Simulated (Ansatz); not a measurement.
Calculated with Ansatz (gas phase, PBE0-D4/def2-TZVP geometries, no zero-point term in ΔE). CCSD(T)/CBS is the MP2 limit (def2-TZVPP, def2-QZVPP) plus CCSD(T) − MP2 in def2-TZVPP, frozen cores. Functionals use def2-TZVPP. B3LYP here is the variant with VWN-RPA as its local correlation; programs differ in this. Elements past krypton have def2 core potentials. For I, Te outer-core shells are correlated without core-valence functions, which leaves a few kJ/mol of doubt a bond. One conformer a species, not always the lowest.

`CC(=S)CI` + H₂Te → `[TeH]CI` + `CC=S`  (substitution at a C–C bond)

```csv
level,ΔE (kJ/mol),difference from CCSD(T)/CBS
revPBE-D4,30.6,7.0
r2SCAN-D4,31.2,7.6
r2SCANh-D4,31.7,8.1
ωB97X-V,29.0,5.4
PBE,24.2,0.6
PBE0,27.2,3.6
B3LYP,22.4,-1.2
r2SCAN0,30.9,7.3
LC-ωPBE,27.7,4.1
MP2/def2-SVP,46.2,22.6
HF/def2-TZVPP,25.4,1.8
MP2/def2-TZVPP,28.9,5.3
CCSD(T)/def2-TZVPP,29.0,5.4
HF/def2-QZVPP,24.1,0.5
SCS-MP2/def2-QZVPP,22.6,-1.0
HF/CBS(def2),24.0,0.4
CCSD(T)/CBS,23.6,0
```

Largest T1 diagnostic among the species: 0.016.

Leaving LDA and LC-ωPBE aside and taking each functional with its dispersion term where it has one, the values, not all of them listed here, spread over 9.3 kJ/mol, from B2PLYP to B97M-V. LDA lies +16.7 kJ/mol from PBE without D4. In def2-TZVPP, CCSD(T) changes the Hartree–Fock value by +3.7 kJ/mol (the triples alone add +0.8 kJ/mol) and MP2 by +3.5 kJ/mol. The D4 term adds +6.1 kJ/mol with B3LYP and +3.7 kJ/mol with PBE0; it sums over pairs of atoms, weighted by their polarisabilities, and B3LYP, whose exchange is more repulsive, gets the larger term.
